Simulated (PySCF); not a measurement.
## Spinor energies of Nd⁵¹⁺ (neodymium, charge +51)

Start: [He] 2s2 2p5; 2p1/2 filled at m_j = -1/2, +1/2; 2p3/2 filled at m_j = -1/2, +1/2, +3/2. Calculated with PySCF 2.14 in an uncontracted even-tempered set (17 s from 31 bohr⁻², ratio 2.4; 13 p from 40 bohr⁻², ratio 2.4; 5 d from 140 bohr⁻², ratio 2.6; 4 f from 210 bohr⁻², ratio 2.6): generalised Hartree-Fock with the X2C-1e Hamiltonian and a Gaussian nucleus; one run each with spin-orbit coupling (SO) switched off, then screened by Boettger's factors.

| spinor shell | electrons | ε, spin-free (eV) | ε, screened SO (eV) | weight of nominal j (screened SO) | rms radius, screened SO (bohr) |
| --- | --- | --- | --- | --- | --- |
| 1s1/2 | 2 | -47860.2 | -47848.2 | 1.000 | 0.0269 |
| 2s1/2 | 2 | -10885.0 | -10881.5 | 1.000 | 0.106 |
| 2p1/2 | 2 | -10189.3 | -10569.3 | 1.000 | 0.0909 |
| 2p3/2 | 3 | -10189.3 | -10021.1 | 1.000 | 0.0964 |

```tsv
quantity	spin-free	screened SO
E (hartree)	-6621.08587	-6631.03707
M_J	3/2	3/2
⟨J²⟩	3.750	3.750
⟨L²⟩	2.000	2.010
⟨S²⟩	0.750	0.760
```

Each row is a mean over spinors that exchange with the open shell spreads, by up to 50.056 eV (2s1/2).

Breit and QED terms are absent; they matter most for the inner s and p1/2 levels.

Densities and radii are taken from the X2C orbitals without a picture-change correction, which distorts them close to the nucleus.

Without spin-orbit coupling the j labels of p, d and f shells carry no meaning; the spin-free column gives the mean over the occupied spinors of each nl shell.
